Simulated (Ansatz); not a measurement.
Computed with Ansatz on PBE0-D4/def2-TZVP structures; ΔE is electronic, products minus reactants. CBS: MP2 limit from def2 TZ/QZ plus the TZ coupled-cluster correction, frozen cores. This one scheme is used for every species, atoms too. Functionals use def2-TZVPP. B3LYP here is the variant with VWN-RPA as its local correlation; programs differ in this. No spin–orbit coupling; open shells (•) take unrestricted orbitals. def2 core potentials past Kr. For In outer-core shells are correlated without core-valence functions, so the limit isn't a true one: a few kJ/mol of doubt a bond, and 10 to 20 or more in all where bonds break to atoms. One conformer a species, not always the lowest.

Reaction (hydrogen abstraction from the In–H bond): `C[CH2][InH][NH2]` + H• → `C[CH2][In][NH2]`• + H₂

`C[CH2][InH][NH2]`:

```xyz
12

C     0.395    1.496    0.448
C    -0.933    0.752    0.510
In   -0.823   -1.264   -0.247
N     1.021   -1.751   -0.904
H     0.768    1.576   -0.577
H     1.170    0.992    1.032
H     0.307    2.515    0.839
H    -1.305    0.701    1.537
H    -1.703    1.279   -0.061
H    -1.982   -2.522   -0.398
H     1.273   -2.645   -1.292
H     1.812   -1.129   -0.887
```

`C[CH2][In][NH2]`•:

Cartesian coordinates in Å:
```
C -0.663 -1.085 -0.410
C -1.346 0.195 0.030
In 0.157 1.689 0.721
N 2.071 1.085 0.309
H -0.113 -1.559 0.408
H -1.391 -1.820 -0.774
H 0.049 -0.910 -1.222
H -2.041 0.041 0.858
H -1.895 0.679 -0.781
H 2.873 1.578 0.671
H 2.298 0.108 0.190
```

H₂:

Z-matrix (Å, degrees):
```
H
H 1 0.746
```

```
             level  ΔE (kJ/mol)  difference from CCSD(T)/CBS
            PBE-D4       -150.6                         -6.9
           PBE0-D4       -141.3                          2.4
          B3LYP-D4       -163.8                        -20.1
            B2PLYP       -152.4                         -8.7
               PBE       -150.8                         -7.1
              PBE0       -141.5                          2.2
    MP2/def2-TZVPP       -131.4                         12.3
SCS-MP2/def2-TZVPP       -138.2                          5.5
CCSD(T)/def2-TZVPP       -142.4                          1.3
    CCSD/CBS(def2)       -143.8                         -0.1
       CCSD(T)/CBS       -143.7                            0
```

Largest T1 diagnostic among the species: 0.017.

From PBE to PBE0 (25 % exact exchange), in def2-TZVPP and without D4, ΔE moves by +9.3 kJ/mol. In def2-TZVPP, CCSD(T) changes the Hartree–Fock value by −23.4 kJ/mol (the triples alone add +0.2 kJ/mol) and MP2 by −12.4 kJ/mol.
